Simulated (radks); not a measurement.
Spherical quantum dot in the effective-mass picture: electrons in a hard-walled sphere of radius 3.67, all in effective atomic units (hartree* = m*/eps^2 hartree, bohr* = eps/m* bohr), one dielectric constant everywhere. Method: non-relativistic Kohn-Sham, r2SCAN, spin-polarised, spherical densities, generalised Kohn-Sham scheme; computed with a radial shooting solver with Libxc functionals. Levels are named by radial order and angular momentum (1s, 1p, 1d, 2s, ...), and open shells are averaged over m.

N = 14, configuration 1s2 1p6 1d(up 5, down 1). This is the lowest configuration that the search found. Occupied and some empty levels:

level    occupation  eigenvalue (hartree*)  <r> (bohr*)
1s up             1                 5.1965        2.363
1s down           1                 5.2684        2.331
1p up             3                 5.4225        2.485
1p down           3                 5.5071        2.468
1d up             5                 5.8001        2.584
1d down           1                 5.8979        2.577
1f up             0                 6.3075        2.665
1f down           0                 6.4176        2.663
2s up             0                 6.5249        1.658
2s down           0                 6.5804        1.682
2p up             0                 7.2055        1.932
2p down           0                 7.2714        1.939

Energy (hartree*): total 44.3124, kinetic 14.207, external 0, Hartree 35.806, exchange-correlation -5.7002.

Electron density:

r (bohr*)  n(r) (e/bohr*^3)
0.102              0.009608
0.285               0.01074
0.468               0.01307
0.651               0.01687
0.833               0.02253
1.02                0.03044
1.20                0.04101
1.38                0.05438
1.56                0.07019
1.75                0.08783
1.93                 0.1057
2.11                 0.1211
2.30                 0.1312
2.48                 0.1326
2.66                 0.1231
2.84                 0.1021
3.03                0.07274
3.21                0.04150
3.39                0.01573
3.58               0.001808
